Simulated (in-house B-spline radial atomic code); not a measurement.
How G0W0 and RPA depend on the start: the iodine ion I⁴³⁺

Configuration [He] 2s2 2p6. Computed with a B-spline radial code for spherical atoms: all electrons, non-relativistic, point nucleus, each spin shell either full or empty, empty states to l = 9 with an (l + 1/2)⁻⁴ tail; G0W0 by contour deformation at full frequency.

Without relativity these are model numbers: it shifts the levels of so heavy an element strongly and can reorder them.

```tsv
start	mean-field 2p (eV)	G0W0 (eV)	QP weight	RPA correlation (Eh)
Hartree-Fock	-7316.17	-7314.53	0.999	-0.62983
PBE	-7204.16	?	?	?
r2SCAN	-7217.77	-7314.42	0.999	-0.64062
LDA VWN5	-7200.70	-7314.92	0.999	-0.64342
BHandHLYP	-7261.39	?	?	?
```

Problem. What G0W0 level, weight and RPA correlation energy follow from the PBE start?

Solution. G0W0 level -7314.59 eV, weight 0.999, RPA correlation -0.64331 hartree.

Problem. What G0W0 level, weight and RPA correlation energy follow from the BHandHLYP start?

Solution. G0W0 level -7314.53 eV, weight 0.999, RPA correlation -0.63649 hartree.

Problem. How much of the dependence on the start does G0W0 remove?

Solution. The mean-field levels span 115 eV and the G0W0 levels 0.505 eV. Against 7337 ± 4 eV (NIST, tabulated theory) the G0W0 removal energies are off by -22.58 to -22.08 eV, with relativity, Breit and QED terms left out.
